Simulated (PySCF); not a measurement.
C5H5, SMILES C1[CH]C=CC=1 (connectivity only; charge and spin as stated), charge +1, multiplicity 1. Atoms are numbered in the order given.

```xyz
10

C      0.0000     0.0000     1.1581
C      0.0000    -1.1997     0.3503
C      0.0000    -0.7813    -0.9325
C      0.0000     0.7813    -0.9325
C      0.0000     1.1997     0.3503
H      0.0000     0.0000     2.2563
H      0.0000    -2.2204     0.7302
H      0.0000    -1.3915    -1.8394
H      0.0000     1.3915    -1.8394
H      0.0000     2.2204     0.7302
```
Charge +1, spin multiplicity 1.

Coordinates come from a PBE0-D3(BJ)/def2-SVP optimisation. The multiplicity is an assumed one; other spin states were not compared. The isomer is the one that the SMILES or the coordinates give; other isomers of the formula were not compared.

Level of theory: PBE0/pcSseg-1 run with PySCF.

GIAO shieldings, no solvent; atoms listed in one row are averaged. δ = σ(ref) − σ: ¹³C against TMS (σ = 186.3 ppm); ¹H against TMS (σ = 31.56 ppm), references at their B3LYP-D3(BJ)/def2-TZVP geometries, non-relativistic.

Computed chemical shifts:
```csv
nucleus,atoms,count,δ (ppm)
¹³C,C1,1,301.0
¹³C,"C4, C3",2,209.1
¹³C,"C5, C2",2,152.2
¹H,H6,1,7.03
¹H,"H8, H9",2,4.43
¹H,"H7, H10",2,2.79
```
